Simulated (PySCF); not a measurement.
Removing the step error of a finite difference

System: CH₅GaO₃, singlet, at a GFN2-xTB geometry (such geometries of metal compounds can be far from the true shape). Level: PySCF with B3LYP/6-31G, polarisability. Sums are taken with unrounded values, so a last digit can differ.

Second differences of the energy in a field along z gave a polarisability along z of 40.869 bohr³ at step 0.02 and 42.234 bohr³ at step 0.05 (atomic units).

### Question
Extrapolate to zero step.

### Answer
The leading error of a symmetric difference goes as h², so A(h) = A0 + c h². Then c = (42.234 - (40.869))/(0.05² - 0.02²) = 650 (atomic units) and A0 = 40.869 - c × 0.02² = 40.609 bohr³. The analytic value from the same program and level is 40.671 bohr³: the smaller step missed it by 0.199, the extrapolation by -0.061.
